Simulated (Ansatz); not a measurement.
Reaction (substitution at a C–N bond): `CNB(C)C` + `O[SiH2]O[SiH](O)O` → `CO[SiH2]O[SiH](O)O` + `CB(C)N`

Computed with Ansatz on PBE0-D4/def2-TZVP structures; ΔE is electronic, products minus reactants. CCSD(T)/CBS adds triple-zeta CCSD(T) − MP2 to the extrapolated MP2 energy (def2 sets, frozen cores). Functionals use def2-TZVPP. B3LYP here is the variant with VWN-RPA as its local correlation; programs differ in this. Each species was taken in one conformer, which may not be the lowest.

```tsv
level	ΔE (kJ/mol)	difference from CCSD(T)/CBS
PBE-D4	18.3	-0.5
r2SCAN-D4	15.7	-3.1
PBE0-D4	18.4	-0.4
B3LYP-D4	13.7	-5.1
ωB97X-V	14.6	-4.2
ωB97M-V	15.9	-2.9
B2PLYP	15.3	-3.5
PBE	18.0	-0.8
r2SCAN	15.7	-3.1
PBE0	18.2	-0.6
B3LYP	13.2	-5.6
HF/def2-TZVPP	7.2	-11.6
MP2/def2-TZVPP	20.6	1.8
SCS-MP2/def2-TZVPP	17.1	-1.7
CCSD/def2-TZVPP	16.7	-2.1
CCSD(T)/def2-TZVPP	17.8	-1.0
HF/def2-QZVPP	6.7	-12.1
MP2/def2-QZVPP	21.0	2.2
SCS-MP2/def2-QZVPP	17.7	-1.1
HF/CBS(def2)	6.7	-12.1
MP2/CBS(def2)	21.6	2.8
CCSD/CBS(def2)	17.8	-1.0
CCSD(T)/CBS	18.8	0
```

Largest T1 diagnostic among the species: 0.012.

In def2-TZVPP, CCSD(T) changes the Hartree–Fock value by +10.6 kJ/mol (the triples alone add +1.1 kJ/mol) and MP2 by +13.4 kJ/mol.
